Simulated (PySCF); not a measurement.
Zr(OH)3(H) (H₄O₃Zr), SMILES [OH][ZrH]([OH])[OH], multiplicity 1. Geometry: PBE-D3(BJ)/def2-SVP. The multiplicity is an assumed one; no other spin state was optimised. The structure was generated by enumeration; whether it is a known compound was not checked. The def2 effective core potentials stand for the cores of Zr; spin–orbit coupling is left out. The values are those of a single conformer.

**Question.** Give the equilibrium geometry at PBE-D3(BJ)/def2-SVP (PySCF confirms it by a frequency run) as Cartesian coordinates in Å, and its point group. (The exact figures need the calculation; the answer reports its results.)

**Answer.** One answer among several that fit: point group C3v.
```xyz
8

Zr     0.0000     0.0000    -0.1883
O     -1.6135    -0.9316     0.3086
H     -2.3663    -1.3662     0.7306
O      0.0000     1.8631     0.3086
H      0.0000     2.7323     0.7306
O      1.6135    -0.9316     0.3086
H      2.3663    -1.3662     0.7306
H      0.0000     0.0000    -2.0660
```
